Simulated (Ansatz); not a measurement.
Coupled-cluster diagnostics for the cluster LiCoO2, Ansatz.

Geometry of the singlet (PBE0-D4/def2-TZVP):

```xyz
4

Li   -1.088   -0.299   -0.717
Co    0.211    0.139    1.333
O     0.601   -0.625   -0.260
O     0.276    0.785   -0.356
```

Correlated methods freeze 7 core orbitals; core or outer-core shells of Li, Co are correlated, in sets that lack core-valence functions. The structure holds 1 bond(s) between oxygen atoms. No other spin state of charge 0 was run. The geometry of the singlet was relaxed on an unsound state (restricted singlet, unstable towards broken spin symmetry at other levels and untested here). Another isomer (quintet) lies 3.32 eV lower at PBE0-D4/def2-TZVP; other spin states weren't run for this one.

**Question.** Estimate the CCSD(T) correlation energy, the shares of MP2 and (T), T1 and the reference's ⟨S²⟩ for: charge 0, singlet, own geometry in def2-TZVPP; and the rough time on 4 threads of Arm Neoverse V2 on a shared host.

**Answer.** 
```tsv
state	basis	correlation (eV)	MP2 share (%)	(T) share (%)	T1	⟨S²⟩ (pure)	wall time	remarks
charge 0, singlet, own geometry	def2-TZVPP	-35.109	99.3	4.9	0.078	0.00 (0.00)	54 s	large T1 (0.078), restricted SCF unstable
```
Customary marks for T1 are 0.02 (closed shells), 0.045 (open shells) and about 0.05 (3d metals). T1 exceeds 0.02 in 1 of 1 rows and 0.045 in 1; the higher it lies, the less the single-reference result can be trusted.
